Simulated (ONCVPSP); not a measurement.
What one change does to a pseudopotential (Pd (Z = 46), ONCV)

- Element: Pd
- Generator: ONCVPSP 4.0.1
- Type: optimised norm-conserving Vanderbilt (ONCV)
- Functional: PW91
- Relativity: fully relativistic
- Frozen core: [Ar] 3d10
- Valence charge: 18
- Reference configuration: 4s2 4p6 4d10
- Partial waves: 4s: rc 1.10 bohr, ncon 4, nbas 9, qcut 7.1 1/bohr, 2 projectors, debl 1.3 Ha; 4p: rc 1.40 bohr, ncon 4, nbas 9, qcut 8.8 1/bohr, 1 projector; 4d: rc 1.25 bohr, ncon 5, nbas 9, qcut 8.1 1/bohr, 3 projectors, debl 2.4 Ha
- Local potential: polynomial inside 0.95 bohr (lpopt 5, dvloc0 0 Ha)
- Core correction: Teter function, fcfact 4.75, rcfact 1.35

Open shells are filled in proportion to 2j + 1.

In the s channel the program set the typed energies aside and used -3.137, 0.250 Ha.

Change: local potential polynomial inside 0.95 bohr (lpopt 5, dvloc0 5 Ha).

Cutoffs: the cutoffs (Ha) at which the residual kinetic energy of the hardest occupied pseudo-wave falls to 1 and 0.1 mHa per electron; they do not see the model core or the augmentation charge, which bear on the density cutoff. Errors are all-electron minus pseudo energies relative to the spin-unpolarised reference configuration.

Question: What does the change do?

Answer: The potential gets neither clearly harder nor softer (116 Ha and 197 Ha → 116 Ha and 197 Ha); both files keep a bound ghost (d); the errors of the 3 common tests hardly move.

| quantity | base | changed |
| --- | --- | --- |
| cutoff, loose | 116 Ha | 116 Ha |
| cutoff, tight | 197 Ha | 197 Ha |
| bound ghosts | d5/2 | d5/2, d3/2 |
| GHOST(+) flags under 300 eV | s at 224.9 eV | s at 287.5 eV |
| tests with a reliable result | 3 of 4 | 3 of 4 |
| error for 4s2 4p6 4d9, meV [ΔE 9.19 eV] | +0.3 | +0.4 |
| error for 4s2 4p6 4d8, meV [ΔE 30.09 eV] | +1.5 | +1.5 |
| error for 4s1 4p6 4d10, meV [ΔE 91.63 eV] | -32 | -34 |
| s: phases at 1.12 bohr within 0.05 rad from the reference energy up to (Ha; the scan ends near 5) | to the end of the scan | to the end of the scan |
| p3/2: phases at 1.42 bohr within 0.05 rad from the reference energy up to (Ha; the scan ends near 5) | 1.3 | 1.6 |
| p1/2: phases at 1.42 bohr within 0.05 rad from the reference energy up to (Ha; the scan ends near 5) | 1.2 | 1.4 |
| d5/2: phases at 1.27 bohr within 0.05 rad from the reference energy up to (Ha; the scan ends near 5) | to the end of the scan | to the end of the scan |
| d3/2: phases at 1.27 bohr within 0.05 rad from the reference energy up to (Ha; the scan ends near 5) | to the end of the scan | to the end of the scan |
| rms error of d²Exc/dni dnj with the model core, mHa | 4.99 | 4.99 |

 A true bound ghost makes a file unfit for plane-wave use even where its test errors are small: the radial tests pick states by their node count and pass the ghost by.
